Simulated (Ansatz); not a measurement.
Stepwise reaction of `C[O][Bi]([Cl])[Cl]` with hydrogen fluoride, as a gas-phase model of exchange steps in deposition or etching. ΔE in kJ/mol; ΔG adds harmonic PBE0-D4 terms to CCSD(T)/CBS, at 1 bar.

Calculated with Ansatz (gas phase, PBE0-D4/def2-TZVP geometries, no zero-point term in ΔE). CBS: MP2 limit from def2 TZ/QZ plus the TZ coupled-cluster correction, frozen cores. This one scheme is used for every species. DFT in def2-TZVPP. B3LYP here is the variant with VWN-RPA as its local correlation; programs differ in this. Elements past krypton have def2 core potentials. For Bi outer-core shells are correlated without core-valence functions, which leaves a few kJ/mol of doubt a bond. One conformer a species, not always the lowest.

| step | reaction | PBE-D4 | B3LYP-D4 | ωB97M-V | CCSD(T)/CBS | ΔG(600 K) |
| --- | --- | --- | --- | --- | --- | --- |
| 2 | `C[O][Bi]([F])[Cl]` + H–F → `C[O][Bi]([F])[F]` + HCl | 30.1 | 30.9 | 28.4 | 33.7 | 25.3 |

Task: Give the row of step 1, `C[O][Bi]([Cl])[Cl]` + H–F → `C[O][Bi]([F])[Cl]` + HCl. (Best estimate.)

Result: The calculation gave: 
```json
{"step": "1", "reaction": "`C[O][Bi]([Cl])[Cl]` + H–F → `C[O][Bi]([F])[Cl]` + HCl", "PBE-D4": "32.3", "B3LYP-D4": "33.5", "ωB97M-V": "31.0", "CCSD(T)/CBS": "37.0", "ΔG(600 K)": "29.3"}
```

Task: By hand: ΔE of the 2 steps together at CCSD(T)/CBS.

Result: (37.0) + (33.7) = 70.7 kJ/mol, or 35.4 kJ/mol a step.

In ΔE the steps differ by no more than 3.3 kJ/mol. All are uphill at CCSD(T)/CBS. ΔG lies between 25.3 and 29.3 kJ/mol a step. PBE-D4 differs from CCSD(T)/CBS by -4.7 to -3.6 kJ/mol a step. Isolated molecules leave out the surface, adducts and barriers. Largest T1 diagnostic: 0.016.
